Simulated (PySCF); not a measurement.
Predicted microwave data (PBE0/pcSseg-1 in PySCF (dipole) on a GFN2-xTB geometry, gas phase) for one isomer of C3H12O3SSi2:

| Quantity | Value |
| --- | --- |
| Rotational constants | A = 1320, B = 767.7, C = 735.6 MHz |
| Dipole components | \|μa\| = 0.94 D, \|μb\| = 3.54 D, \|μc\| = 0.67 D |
| Inertial defect | -354.03 u·Å² |
| κ | -0.89 |

Question: Which structure is it? (One computed conformer of each.)
A. `[CH3:1][C@@H:2]([SiH2:3][SiH2:4][OH:5])[S:6]([CH3:7])(=[O:8])=[O:9]` with C1–C2–Si3–Si4 72°, C2–Si3–Si4–O5 -12°, Si3–Si4–O5–H 42°, C1–C2–S6–C7 85°
B. `[CH3:1][C@@H:2]([O:3][S:4]([CH3:5])(=[O:6])=[O:7])[SiH2:8][SiH3:9]` with C1–C2–O3–S4 -178°, C2–O3–S4–C5 85°, C1–C2–Si8–Si9 134°
C. `[CH3:1][O:2][C:3]([SiH3:4])([SiH3:5])[O:6][S@@:7]([CH3:8])=[O:9]` with C1–O2–C3–Si4 48°, O2–C3–O6–S7 -77°, C3–O6–S7–C8 -129°
D. `[CH3:1][SiH2:2][O:3][SiH2:4][CH2:5][S:6]([CH3:7])(=[O:8])=[O:9]` with C1–Si2–O3–Si4 -11°, Si2–O3–Si4–C5 -178°, O3–Si4–C5–S6 178°, Si4–C5–S6–C7 178°
E. `[CH3:1][O:2][Si@@H:3]([CH3:4])[O:5][Si@H:6]([OH:7])[S:8][CH3:9]` with C1–O2–Si3–C4 63°, O2–Si3–O5–Si6 176°, Si3–O5–Si6–O7 130°, O5–Si6–O7–H 29°, O5–Si6–S8–C9 169°

Answer: C. It is COC([SiH3])([SiH3])O[S@@](C)=O, an asymmetric top, point group C1. The candidates at the same level (rigid rotor, commonest isotopes):

| SMILES | A (MHz) | B (MHz) | C (MHz) | μa (D) | μb (D) | μc (D) | Δ (u·Å²) | point group | rotor |
| --- | --- | --- | --- | --- | --- | --- | --- | --- | --- |
| C[C@@H]([SiH2][SiH2]O)S(C)(=O)=O | 1481 | 797.6 | 719.7 | 4.50 | 3.34 | 0.36 | -272.57 | C1 | asymmetric top |
| CO[Si@@H](C)O[Si@H](O)SC | 2141 | 490.2 | 436.4 | 0.97 | 0.18 | 0.81 | -108.94 | C1 | near-prolate asymmetric top |
| C[SiH2]O[SiH2]CS(C)(=O)=O | 3093 | 376.6 | 364.3 | 0.92 | 3.47 | 0.64 | -118.43 | C1 | near-prolate asymmetric top |
| C[C@@H](OS(C)(=O)=O)[SiH2][SiH3] | 1316 | 809.8 | 614.1 | 0.71 | 1.35 | 4.01 | -185.20 | C1 | asymmetric top |
| COC([SiH3])([SiH3])O[S@@](C)=O | 1320 | 767.7 | 735.6 | 0.94 | 3.54 | 0.67 | -354.03 | C1 | asymmetric top |

`CO[Si@@H](C)O[Si@H](O)SC` has A 62 % too high; `C[SiH2]O[SiH2]CS(C)(=O)=O` has A 134 % too high; `C[C@@H](OS(C)(=O)=O)[SiH2][SiH3]` has C 17 % too low; `C[C@@H]([SiH2][SiH2]O)S(C)(=O)=O` has A 12 % too high. No structure here is proved a minimum.
